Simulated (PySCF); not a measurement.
A structure optimised at B3LYP-D3(BJ)/def2-SVP, used in a PySCF frequency run:

```
B
F 1 1.3208
F 1 1.3208 2 117.05
As 1 2.0506 2 121.37 3 -174.94
H 4 1.5254 1 93.48 2 -45.40
H 4 1.5254 5 94.24 1 93.75
```
Charge 0, spin multiplicity 1.

Problem. Write its SMILES, formula and point group.

Solution. FB(F)[AsH2], AsBF₂H₂, Cs

Problem. What are its rotational constants (standard atomic weights)?

Solution. 9.5667, 2.4494, 1.9822 GHz
